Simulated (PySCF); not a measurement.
S4, SMILES S=S(=S)=S. Geometry: ωB97X-D3(BJ)/def2-SVP.

TDDFT-PBE0/def2-SVPD (PySCF) puts the lowest singlet excitations at 1.61, 3.05, 3.05, 3.35, 3.58, 3.58 eV.

Question: What are the lowest excitation roots from PySCF with ADC(2)/aug-cc-pVDZ? (Estimate from the structure and the level; the computed values follow.)

Answer: 1.71, 3.25, 3.25, 3.32, 3.51, 3.51 eV. S1 differs by 0.10 eV (second minus first; roots are paired by order, and the bases may differ).
